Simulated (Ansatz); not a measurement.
Total energies of HfSi₅ from Ansatz at PBE-D4/def2-TZVP, gas phase (1 Eh = 27.2114 eV = 2625.5 kJ/mol). The reference geometry is relaxed at PBE0-D4/def2-SVP.

```xyz
6

Hf    0.192    1.287   -1.494
Si    0.886    0.361    0.878
Si   -1.048    1.805    0.674
Si    0.954   -1.069   -1.101
Si    0.218   -1.903    1.156
Si   -1.201   -0.480   -0.113
```

```
                 state                     geometry  energy (Eh)
      charge 0 singlet                    reference  -1494.81155
      charge 1 doublet                    reference  -1494.56387
      charge 0 triplet  relaxed at PBE0-D4/def2-SVP  -1494.78762
      charge 0 quintet  relaxed at PBE0-D4/def2-SVP  -1494.73151
free Hf atom (triplet)                            –    -47.87200
free Si atom (triplet)                            –   -289.22285
```

In the def2 sets Hf takes a core potential; there is no spin–orbit coupling.

Problem. Work out the vertical ionisation energy to the doublet.

Solution. E(charge 1 doublet) − E(charge 0 singlet) = -1494.56387 − (-1494.81155) = 0.24768 Eh = 6.74 eV. For comparison, −ε of the highest occupied level is 4.55 eV at this level, 2.19 eV less.

Problem. Which of the charge 0 states is lowest, and how far above it are the others?

Solution. The singlet. triplet: -1494.78762 − (-1494.81155) = 0.02393 Eh = 62.8 kJ/mol; quintet: -1494.73151 − (-1494.81155) = 0.08004 Eh = 210.1 kJ/mol.

Problem. What is the binding energy per atom against free atoms?

Solution. Atoms: 1 × (-47.87200) + 5 × (-289.22285) = -1493.98625 Eh. Binding: -1493.98625 − (-1494.81155) = 0.82530 Eh = 22.46 eV, or 3.74 eV for each of 6 atoms (no zero-point energy, no counterpoise term).

The structure comes from a short search, and lower isomers may exist.
